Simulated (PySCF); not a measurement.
Sn(H)(F)2(Et) (C2H6F2Sn), SMILES C[CH2][SnH]([F])[F].

Geometry: PBE0-D3(BJ)/def2-SVP. The structure was generated by enumeration; whether it is a known compound was not checked. The def2 effective core potentials stand for the cores of Sn; spin–orbit coupling is left out. One conformer was computed; it need not be the lowest.

Method: TDA-PBE/def2-SVPD in PySCF 2.14.0.

Vertical excitations.  State labels are in the subgroup Cs.

Task: Estimate the UV-visible absorptions. (The exact figures need the calculation; the answer reports its results.)

Result: 
| state | symmetry | energy (eV) | λ (nm) | f | main pairs |
|---|---|---|---|---|---|
| S1 | A' | 6.27 | 198 | 0.080 | HOMO→LUMO 70 %, HOMO→LUMO+2 26 % |
| S2 | A" | 6.41 | 193 | 0.000 | HOMO→LUMO+1 99 % |
| S3 | A' | 6.93 | 179 | 0.163 | HOMO→LUMO+2 52 %, HOMO−1→LUMO 24 %, HOMO→LUMO 11 % |
| S4 | A" | 6.95 | 178 | 0.010 | HOMO−2→LUMO 94 % |
| S5 | A" | 6.97 | 178 | 0.000 | HOMO−3→LUMO 98 % |
| S6 | A' | 7.03 | 176 | 0.063 | HOMO−1→LUMO 65 %, HOMO→LUMO+2 12 % |
| S7 | A" | 7.25 | 171 | 0.001 | HOMO−4→LUMO 97 % |
| S8 | A' | 7.33 | 169 | 0.005 | HOMO−5→LUMO 64 %, HOMO→LUMO+3 31 % |
| S9 | A' | 7.44 | 167 | 0.124 | HOMO→LUMO+3 52 %, HOMO−5→LUMO 25 % |
| S10 | A' | 7.58 | 163 | 0.009 | HOMO−2→LUMO+1 91 % |
| T1 | A' | 5.23 | 237 | 0 | HOMO→LUMO 97 % |
| T2 | A" | 6.14 | 202 | 0 | HOMO→LUMO+1 99 % |
| T3 | A' | 6.35 | 195 | 0 | HOMO→LUMO+2 97 % |
| T4 | A' | 6.47 | 192 | 0 | HOMO−1→LUMO 95 % |
Triplets are in the Tamm–Dancoff approximation.
